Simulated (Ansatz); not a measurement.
Cost and result for the atomization energy of `[GeH3][Al]1[CH]=[CH]1` (9 atoms, 9 bonds).

```tsv
atom	x (Å)	y (Å)	z (Å)
Ge1	1.401	0.752	-1.434
Al2	-0.202	-0.125	0.205
C3	-1.826	-0.715	0.893
C4	-0.845	-0.738	1.839
H5	2.825	0.252	-1.145
H6	1.414	2.289	-1.374
H7	1.023	0.335	-2.865
H8	-2.871	-1.001	1.000
H9	-0.920	-1.048	2.880
```

The species carries charge 0 and has multiplicity 1. Correlated methods include outer-core shells of Ge, which these sets cover unevenly. Scalar relativity is left out up to krypton. All single points use the PBE0-D4/def2-TZVP geometry. Program: Ansatz. All runs use 2 threads of an Arm Neoverse V1 on a shared host. Times are those of one run each, without the atoms' runs, and a repeat can differ threefold. Electronic energies, without spin–orbit coupling; frozen cores. CCSD(T)/CBS adds CCSD(T) − MP2 in def2-TZVPP to the MP2 limit, and its time is that of the two runs behind it. T1 = 0.013. With those shells the extrapolation isn't a true limit.

CCSD(T)/CBS is a level of theory with its own doubt, some kJ/mol a heavy atom from the limit and from the frozen cores, so smaller differences don't rank the functionals.

```
                           level  functions  wall time
            revPBE-D4/def2-TZVPP        222      3.1 s
              BLYP-D4/def2-TZVPP        222      3.1 s
              PBE0-D4/def2-TZVPP        222        5 s
             BHLYP-D4/def2-TZVPP        222      5.5 s
         CAM-B3LYP-D4/def2-TZVPP        222        6 s
                CCSD(T)/def2-SVP        103      7.5 s
           r2SCANh-D4/def2-TZVPP        222      8.5 s
             PBE-QIDH/def2-TZVPP        222      9.5 s
               B97M-V/def2-TZVPP        222       18 s
ωB97M-V/def2-TZVPP (with forces)        222       20 s
                  MP2/def2-QZVPP        423       36 s
              CCSD(T)/def2-TZVPP        222    2.7 min
               CCSD(T)/CBS(def2)          –    3.3 min
```

**Question.** What atomization energy does each give, and how far from CCSD(T)/CBS? (Best estimate.)

**Answer.** Computed: 
```csv
level,atomization (kJ/mol),difference from CCSD(T)/CBS,per bond
revPBE-D4/def2-TZVPP,2907.8,-34.6,-3.8
BLYP-D4/def2-TZVPP,2904.1,-38.3,-4.3
PBE0-D4/def2-TZVPP,2941.6,-0.8,-0.1
BHLYP-D4/def2-TZVPP,2852.9,-89.5,-9.9
CAM-B3LYP-D4/def2-TZVPP,2932.2,-10.2,-1.1
CCSD(T)/def2-SVP,2788.2,-154.2,-17.1
r2SCANh-D4/def2-TZVPP,2944.0,1.6,0.2
PBE-QIDH/def2-TZVPP,2930.6,-11.8,-1.3
B97M-V/def2-TZVPP,2980.3,37.9,4.2
ωB97M-V/def2-TZVPP (with forces),2932.9,-9.5,-1.0
MP2/def2-QZVPP,2941.4,-1.0,-0.1
CCSD(T)/def2-TZVPP,2876.0,-66.4,-7.4
CCSD(T)/CBS(def2),2942.4,0.0,0.0
```

From r2SCAN to r2SCAN0 (25 % exact exchange), in def2-TZVPP and without D4, the atomization energy moves by −44.1 kJ/mol: exact exchange takes away binding that semilocal exchange gives to molecules. Leaving LDA and LC-ωPBE aside and taking each functional with its dispersion term where it has one, the values, not all of them listed here, spread over 127.6 kJ/mol, from BHLYP-D4 to PBE-D4. LDA lies +385.4 kJ/mol from PBE without D4, its usual overbinding. The D4 term adds +26.4 kJ/mol with B3LYP and +13.8 kJ/mol with PBE0; it sums over pairs of atoms, weighted by their polarisabilities, and B3LYP, whose exchange is more repulsive, gets the larger term.

B3LYP here is the variant with VWN-RPA as its local correlation; programs differ in this.
